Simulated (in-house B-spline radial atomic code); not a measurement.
## RPA and G0W0 on TPSS: Te V (Te4+)

Configuration [Kr] 4d10 5s2, mean-field start TPSS. Computed with a B-spline radial code for spherical atoms: all electrons, scalar-relativistic (spin-free one-electron X2C), finite nucleus, each spin shell either full or empty, empty states to l = 9 with an (l + 1/2)⁻⁴ tail; G0W0 by contour deformation at full frequency.

Command:
```bash
python run_gw.py task.json out
```
Settings (radii: box in bohr, nucleus in fm):
```
Z                        52
electrons                48
configuration            [Kr] 4d10 5s2
hamiltonian              x2c
method                   tpss,tpss
lmax                     9
rms_radius               4.7423
spin_polarised           False
box_radius               11.96
intervals                67
ion_configuration        [Kr] 4d10 5s1
```

Cost of the run: 6.1 s on 1 thread of Arm Neoverse V1, on a shared host.

Energies (hartree):

```
                                     term        value
                         mean-field total  -6790.12790
Hartree-Fock functional on these orbitals  -6787.65102
                      direct second order      -4.4158
                    second-order exchange        1.211
                         SOSEX correction       1.1218
```

(1) What is the RPA correlation energy, and what remains with SOSEX?

Quasi-particle levels (eV):

```json
{"level": "5s", "occupied": "yes", "mean field": "-52.98", "Σx - vxc": "-3.49", "Σc": "?", "QP weight": "?", "G0W0": "?"}
{"level": "4d", "occupied": "yes", "mean field": "-84.67", "Σx - vxc": "-11.16", "Σc": "1.04", "QP weight": "0.911", "G0W0": "-94.79"}
{"level": "5p", "occupied": "no", "mean field": "-41.16", "Σx - vxc": "5.61", "Σc": "-1.69", "QP weight": "0.955", "G0W0": "-37.24"}
```

G0W0 = mean field + (Σx - vxc) + Σc, with Σc (partial-wave tail included) taken at the quasi-particle energy. Only the outer levels were computed. Levels of low weight are left out.

(2) Where does G0W0 put 5s?

(3) What does it cost to remove one electron (to [Kr] 4d10 5s1) by differences of total energies, each species on its own start (correlation terms add to the Hartree-Fock functional)?

Results:

(1) RPA gives -3.8607 hartree (-2.19 eV per electron); RPA + SOSEX gives -2.7389, and the second-order doubles -3.2048 hartree (no singles). RPA lacks exchange-type terms and so overcorrelates at short range.

(2) At -58.95 eV, with Σc = -2.48 eV and a quasi-particle weight of 0.957. The tabulated removal energy is 59.3 ± 0.9 eV (NIST, measured); the calculation leaves out spin-orbit coupling, Breit and QED terms, and what these don't explain is the method's own error.

(3) TPSS 58.32 eV, Hartree-Fock functional 56.18 eV, + RPA 58.92 eV, + RPA + SOSEX 58.30 eV, + second order 59.90 eV. Tabulated: 59.3 ± 0.9 eV (NIST, measured); the calculation leaves out spin-orbit coupling, Breit and QED terms, and what these don't explain is the method's own error.
